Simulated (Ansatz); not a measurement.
The same path of AlClF$_{2}$H$_{2}$ (6 atoms, charge 0, multiplicity 1) was run twice with different band settings. Lost on the way: Al1–H2, Cl5–H6. Made: Al1–Cl5, H2–H6.

Level of theory: RKS PBE-D4/def2-SVP (Ansatz 0.2.0).

Relaxed end points:

```xyz
6
Properties=species:S:1:pos:R:3
Al 0.004 0.126 0.055
H -0.001 0.725 1.522
F 1.428 0.090 -0.830
F -1.429 0.014 -0.808
Cl 0.077 -2.362 0.892
H 0.071 -1.975 2.136
```

```xyz
6
Properties=species:S:1:pos:R:3
Al 0.023 -0.662 -0.159
H 0.010 0.254 1.844
F 1.430 0.158 -0.509
F -1.429 0.083 -0.488
Cl 0.081 -2.707 0.279
H 0.035 -0.508 2.002
```

Common settings: movable images 7; spring 5.0 eV/Å²; start path through a guess of the saddle point; force threshold 0.03 eV/Å; iteration limit 60; end points relaxed.

| run | climbing image | optimiser |
| --- | --- | --- |
| 1 | yes | quadratic models (default) |
| 2 | from the first iteration | fire |

(1) What does each run give, and how far can it be trusted?

Results:

(1) Run 1: converged after 10 iterations, highest image 0.126 eV above the first end. A vibrational analysis at the climbing image gives one clearly imaginary mode, 388i cm⁻¹: a first-order saddle point.
Run 2: converged after 38 iterations, highest image 0.126 eV above the first end. Another band between the same ends (7 images) ends at a top of the same energy, where a vibrational analysis finds 1 clearly imaginary mode.
The orbitals stay closed-shell, which can raise the energy where a bond breaks towards radicals; this wasn't checked here.
